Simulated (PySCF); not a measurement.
Correlation energy of Tc⁻ (technetium, charge -1)

[Kr] 4d6 5s2, high-spin 5D determinant. All numbers are calculated (PySCF 2.14, scalar relativity by spin-free X2C-1e, in aug-cc-pVTZ-DK (9s8p6d3f2g, 102 functions)). Frozen: [Kr]; 8 electrons correlated.

| level | correlation energy (mhartree) |
| --- | --- |
| CCSD | -174.98 |
| (T) | -10.88 |
| CCSD(T) | -185.86 |

Diagnostics: T1 = 0.12, D1 = 0.4731, largest double amplitude 0.086.

T1 exceeds 0.03, a sign that the reference determinant is poor.

Cost of the coupled-cluster step: about 17 core-seconds, for 8 correlated electrons.
